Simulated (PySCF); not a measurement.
An unknown gives this computed stick spectrum. Computed with TDDFT wB97X-D/def2-SVPD, vertical, gas phase, core orbitals frozen in the response in PySCF. Geometries: GFN2-xTB, one conformer each.

```json
{"state": "S1", "E (eV)": "5.89", "f": "0.0016"}
{"state": "S2", "E (eV)": "6.53", "f": "0.378"}
{"state": "S3", "E (eV)": "7.14", "f": "0.031"}
{"state": "S4", "E (eV)": "8.04", "f": "0.158"}
{"state": "S5", "E (eV)": "8.09", "f": "0.011"}
{"state": "S6", "E (eV)": "8.54", "f": "0.0023"}
{"state": "S7", "E (eV)": "8.58", "f": "0.0010"}
{"state": "S8", "E (eV)": "8.87", "f": "0.0006"}
```

Triplets computed (Tamm–Dancoff): 4.37, 5.38, 6.02 eV.

Orbital energies (eV): HOMO-3 -13.11, HOMO-2 -12.75, HOMO-1 -10.90, HOMO -9.54, LUMO 0.95, LUMO+1 2.26, LUMO+2 2.57.

Task: Which candidate is it?
A. `O=CO/C=C\F`
B. `O[Si@@H]1C[SiH2][C@H](F)C1`
C. `CCCC#CC=O`
D. `O=C(O)/C=C\F`

Result: A. Its S1 lies at 5.89 eV; the nearest of the others has S1 at 5.21 eV. S1 is HOMO-1→LUMO (86%), HOMO-1→LUMO+2 (12%). S1 has the pattern of n→π* at C=O. At the same level the other candidates give, for their lowest levels:
- `O[Si@@H]1C[SiH2][C@H](F)C1`: 7.40 eV (f 0.003); 7.65 eV (f 0.010); 7.77 eV (f 0.009); 7.91 eV (f 0.021); 7.95 eV (f 0.133); T1 6.99 eV; HOMO -9.84, LUMO 1.88 eV
- `O=C(O)/C=C\F`: 5.21 eV (f 0.000); 6.57 eV (f 0.417); 7.44 eV (f 0.034); 7.84 eV (f 0.004); 7.97 eV (f 0.031); T1 4.06 eV; HOMO -10.27, LUMO 0.25 eV
- `CCCC#CC=O`: 3.95 eV (f 0.000); 4.75 eV (f 0.000); 5.71 eV (f 0.181); 6.99 eV (f 0.000); 7.56 eV (f 0.006); T1 3.40 eV; HOMO -9.83, LUMO -0.03 eV

The values belong to the conformer `[O:1]=[CH:2][O:3]/[CH:4]=[CH:5]\[F:6]`: O1–C2–O3–C4 0°, C2–O3–C4–C5 180°.
